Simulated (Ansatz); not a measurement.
Computed with Ansatz on PBE0-D4/def2-TZVP structures; ΔE is electronic, products minus reactants. CCSD(T)/CBS is the MP2 limit (def2-TZVPP, def2-QZVPP) plus CCSD(T) − MP2 in def2-TZVPP, frozen cores. This one scheme is used for every species. Double bonds are as drawn, so ΔE can hold a change between cis and trans. DFT in def2-TZVPP. B3LYP here is the variant with VWN-RPA as its local correlation; programs differ in this. Each species was taken in one conformer, which may not be the lowest.

Consider the formal exchange of groups at a C–Cl bond: `B/C=C(\F)Cl` + ethylene → `B/C=C(\F)C=C` + HCl.

| level | ΔE (kJ/mol) | difference from CCSD(T)/CBS |
| --- | --- | --- |
| PBE-D4 | -56.3 | 5.9 |
| PBE0-D4 | -61.2 | 1.0 |
| B3LYP-D4 | -61.6 | 0.6 |
| ωB97X-V | -56.7 | 5.5 |
| PBE | -54.1 | 8.1 |
| r2SCAN | -59.8 | 2.4 |
| PBE0 | -59.2 | 3.0 |
| B3LYP | -58.4 | 3.8 |
| HF/def2-TZVPP | -65.2 | -3.0 |
| SCS-MP2/def2-TZVPP | -60.6 | 1.6 |
| CCSD/def2-TZVPP | -63.5 | -1.3 |
| CCSD(T)/def2-TZVPP | -62.8 | -0.6 |
| HF/def2-QZVPP | -65.2 | -3.0 |
| SCS-MP2/def2-QZVPP | -60.5 | 1.7 |
| HF/CBS(def2) | -65.3 | -3.1 |
| CCSD/CBS(def2) | -63.0 | -0.8 |
| CCSD(T)/CBS | -62.2 | 0 |

Largest T1 diagnostic among the species: 0.012.

From PBE to PBE0 (25 % exact exchange), in def2-TZVPP and without D4, ΔE moves by −5.1 kJ/mol. The D4 term adds −3.2 kJ/mol with B3LYP and −2.0 kJ/mol with PBE0; it sums over pairs of atoms, weighted by their polarisabilities, and B3LYP, whose exchange is more repulsive, gets the larger term.
